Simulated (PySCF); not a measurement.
CHCl, SMILES [CH]Cl (connectivity only; charge and spin as stated), neutral, multiplicity 1.

Geometry: ωB97X-D3(BJ)/def2-TZVPD. The isomer is the one that the SMILES or the coordinates give; other isomers of the formula were not compared.

Two levels are set side by side: TDA-PBE/def2-TZVPD (PySCF) and EOM-CCSD/aug-cc-pVDZ (PySCF). Vertical, same geometry; the bases differ. Differences are taken from unrounded values.

```csv
quantity,TDA-PBE
lowest singlet excitation (eV),1.83
lowest triplet excitation (TDA for PBE) (eV),0.39
```

**Question.** These are the TDA-PBE values. What does EOM-CCSD give? (The exact figures need the calculation; the answer reports its results.)

**Answer.** 
| quantity | EOM-CCSD | TDA-PBE minus EOM-CCSD |
|---|---|---|
| lowest singlet excitation (eV) | 2.01 | -0.19 |
| lowest triplet excitation (TDA for PBE) (eV) | 0.51 | -0.12 |

Functionals without exact exchange tend to place singlet excitations lower, as here. Differences between two approximate levels are no errors against the true value.

Rough cost on one machine, each run with all the roots and properties that it gave: EOM-CCSD against TDA-PBE about 3 times.
